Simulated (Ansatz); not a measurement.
`COC(=N)O` and `N=C(O)[O][InH2]` differ in one atom or group.

Ansatz, PBE0-D4/def2-TZVP geometries, multiplicity 1. Each molecule was computed in one conformer, which needn't be the lowest.

Elements past krypton have def2 core potentials.

```tsv
property	`COC(=N)O`
HOMO–LUMO gap (PBE0/def2-TZVPP) / eV	8.80
HOMO–LUMO gap (PBE/def2-TZVPP) / eV	6.54
HOMO–LUMO gap (ωB97M-V/def2-TZVPP) / eV	12.57
LUMO energy (ωB97M-V/def2-TZVPP) / eV	2.47
size of the dipole moment (B3LYP/def2-TZVPP) / D	2.01
HOMO energy (PBE/def2-TZVPP) / eV	-6.34
```

Problem. What does the change do to each property? (Best estimate.)

Solution. Ansatz gave: 
```
                                        property  `N=C(O)[O][InH2]`  shift
            HOMO–LUMO gap (PBE0/def2-TZVPP) / eV               4.90  -3.90
             HOMO–LUMO gap (PBE/def2-TZVPP) / eV               2.85  -3.69
         HOMO–LUMO gap (ωB97M-V/def2-TZVPP) / eV               8.72  -3.85
           LUMO energy (ωB97M-V/def2-TZVPP) / eV              -0.70  -3.17
size of the dipole moment (B3LYP/def2-TZVPP) / D               3.91   1.90
               HOMO energy (PBE/def2-TZVPP) / eV              -5.76   0.58
```

With PBE0 the HOMO rises by 0.66 eV and the LUMO falls by 3.23 eV, so the gap narrows by about 3.89 eV. PBE moves the HOMO by 0.58 eV and ωB97M-V by 0.67 eV. Dipoles are sizes alone; their direction can turn.

B3LYP here is the variant with VWN-RPA as its local correlation; programs differ in this.
